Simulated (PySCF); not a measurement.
# Ba (barium, neutral) across methods

[Xe] 6s2, closed-shell 1S. Calculation: PySCF 2.14, in aug-cc-pwCVTZ-X2C with one added diffuse shell each of s, p, d, f type (12s11p9d5f, 125 functions); the spin-free X2C one-electron Hamiltonian (Gaussian nucleus).

| method | E (hartree) | mean ε 5s (eV) | mean ε 5p (eV) | mean ε 6s (eV) | Σ⟨r²⟩ (bohr²) | ⟨S²⟩ |
| --- | --- | --- | --- | --- | --- | --- |
| r2SCANh | -8134.72 | -35.712 | -20.032 | -3.442 | 98.73 | 0.000 |
| r2SCAN | -8134.73 | -34.758 | -19.466 | -3.262 | 98.77 | 0.000 |
| M06 | -8134.90 | -35.749 | -19.980 | -3.756 | 94.20 | 0.000 |
| UHF | -8131.63435 | -43.626 | -24.472 | -4.438 | 103.6 | 0.000 |
| PBE0 | -8134.40 | -36.398 | -20.426 | -3.697 | 97.48 | 0.000 |
| r2SCAN0 | -8134.71 | -37.144 | -20.880 | -3.713 | 98.66 | 0.000 |
| LDA | -8127.72 | -33.754 | -18.819 | -3.344 | 95.40 | 0.000 |

**Question.** Estimate the same row for PBE.

**Answer.** E (hartree) = -8134.32; mean ε 5s (eV) = -33.615; mean ε 5p (eV) = -18.738; mean ε 6s (eV) = -3.226; Σ⟨r²⟩ (bohr²) = 96.80; ⟨S²⟩ = 0.000.

Spin-orbit coupling, which splits the p, d and f shells strongly at this Z, is absent.
